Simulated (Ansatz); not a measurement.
Geometry optimisation, RKS PBE/def2-SVP (Ansatz).

Input:

```yaml
crystal:
  periodic: [false, false, false]
  atoms:
    - { symbol: C, position_ang: [0.569, -2.3521, -0.3246] }
    - { symbol: C, position_ang: [1.0465, -0.9784, -0.8578] }
    - { symbol: B, position_ang: [1.0706, 0.1204, 0.2883] }
    - { symbol: O, position_ang: [-0.0504, 0.5185, 1.0149] }
    - { symbol: C, position_ang: [-0.6893, 1.6218, 0.3611] }
    - { symbol: "N", position_ang: [-1.9026, 2.0326, 1.0892] }
    - { symbol: H, position_ang: [1.2006, -2.6942, 0.4782] }
    - { symbol: H, position_ang: [0.5457, -3.0305, -1.1704] }
    - { symbol: H, position_ang: [-0.5118, -2.1742, 0.0902] }
    - { symbol: H, position_ang: [0.3951, -0.6069, -1.6494] }
    - { symbol: H, position_ang: [2.0633, -1.1194, -1.2429] }
    - { symbol: H, position_ang: [2.1592, 0.6003, 0.6324] }
    - { symbol: H, position_ang: [-0.035, 2.5207, 0.3834] }
    - { symbol: H, position_ang: [-0.9837, 1.4082, -0.664] }
    - { symbol: H, position_ang: [-2.5994, 1.2269, 0.9932] }
    - { symbol: H, position_ang: [-2.3007, 2.8838, 0.6225] }
basis:
  gaussian: { orbitals: def2-SVP }
hamiltonian:
  xc: pbe
relax:
  f_tol: 0.015
  max_steps: 40
```

Run as:

```bash
$ ansatz run input.yaml --threads 2 --pin off --max-ram 3072MiB --backend cpu --events-out ev --progress --plain --runs-dir out
```

Task: Where does it end, and by what steps?

Result: The forces met the threshold. After 29 steps the energy has fallen by 1.242 eV; H16 moved furthest, 1.96 Å.

```json
{"step": "0", "energy less start (eV)": "0.0000", "largest force component (eV/Å)": "2.458", "accepted": "yes"}
{"step": "2", "energy less start (eV)": "-0.4214", "largest force component (eV/Å)": "0.628", "accepted": "yes"}
{"step": "4", "energy less start (eV)": "-0.6032", "largest force component (eV/Å)": "0.900", "accepted": "yes"}
{"step": "6", "energy less start (eV)": "-0.9101", "largest force component (eV/Å)": "1.132", "accepted": "yes"}
{"step": "8", "energy less start (eV)": "-1.0775", "largest force component (eV/Å)": "0.479", "accepted": "yes"}
{"step": "10", "energy less start (eV)": "-1.1336", "largest force component (eV/Å)": "0.414", "accepted": "yes"}
{"step": "12", "energy less start (eV)": "-1.1845", "largest force component (eV/Å)": "0.213", "accepted": "yes"}
{"step": "14", "energy less start (eV)": "-1.2012", "largest force component (eV/Å)": "0.149", "accepted": "yes"}
{"step": "16", "energy less start (eV)": "-1.2129", "largest force component (eV/Å)": "0.498", "accepted": "yes"}
{"step": "18", "energy less start (eV)": "-1.2321", "largest force component (eV/Å)": "0.052", "accepted": "yes"}
{"step": "20", "energy less start (eV)": "-1.2127", "largest force component (eV/Å)": "0.427", "accepted": "no"}
{"step": "22", "energy less start (eV)": "-1.2377", "largest force component (eV/Å)": "0.134", "accepted": "yes"}
{"step": "24", "energy less start (eV)": "-1.2406", "largest force component (eV/Å)": "0.056", "accepted": "yes"}
{"step": "26", "energy less start (eV)": "-1.2419", "largest force component (eV/Å)": "0.092", "accepted": "yes"}
{"step": "28", "energy less start (eV)": "-1.2424", "largest force component (eV/Å)": "0.021", "accepted": "yes"}
{"step": "29", "energy less start (eV)": "-1.2424", "largest force component (eV/Å)": "0.011", "accepted": "yes"}
```

```xyz
16
Properties=species:S:1:pos:R:3
C 0.436 -2.379 -0.517
C 1.418 -1.203 -0.519
B 0.823 0.239 -0.295
O -0.510 0.406 -0.117
C -1.095 1.712 0.129
N -1.534 1.852 1.471
H -0.117 -2.441 0.442
H 0.943 -3.353 -0.676
H -0.328 -2.267 -1.314
H 2.001 -1.168 -1.470
H 2.213 -1.345 0.252
H 1.553 1.231 -0.281
H -0.330 2.474 -0.142
H -1.943 1.786 -0.584
H -2.540 1.923 1.617
H -1.013 2.511 2.047
```

The run took 93 s on 2 threads of Arm Neoverse V1, on a shared host, peak memory 0.17 GiB.
